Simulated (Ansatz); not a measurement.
Consider the hydrogenolysis of a B–O bond: `[AlH2][BH]O[SiH3]` + H₂ → `[BH2][AlH2]` + silanol.

Program: Ansatz. Geometries: PBE0-D4/def2-TZVP. ΔE: electronic, gas phase. CBS: MP2 limit from def2 TZ/QZ plus the TZ coupled-cluster correction, frozen cores. This one scheme is used for every species. DFT in def2-TZVPP. HSE06 is defined as in plane-wave codes. One conformer a species, not always the lowest.

CCSD(T)/CBS gives +1.15 eV.

Task: Another level gave +1.18 eV. Which?
A. CAM-B3LYP-D4/def2-TZVPP
B. PBE0/def2-TZVPP
C. HSE06-D4/def2-TZVPP
D. LDA (SPW92)/def2-TZVPP

Result: A. CAM-B3LYP-D4 1.18, HSE06-D4 1.14, LDA (SPW92) 1.26, PBE0 1.09 eV.

Largest T1 diagnostic among the species: 0.013.

Leaving LDA and LC-ωPBE aside and taking each functional with its dispersion term where it has one, the values, not all of them listed here, spread over 0.14 eV, from B97M-V to BLYP-D4. LDA lies +0.12 eV from PBE without D4. From r2SCAN to r2SCAN0 (25 % exact exchange), in def2-TZVPP and without D4, ΔE moves by −0.04 eV. The D4 term adds +0.09 eV with B3LYP and +0.05 eV with PBE0; it sums over pairs of atoms, weighted by their polarisabilities, and B3LYP, whose exchange is more repulsive, gets the larger term.

B3LYP here is the variant with VWN-RPA as its local correlation; programs differ in this.
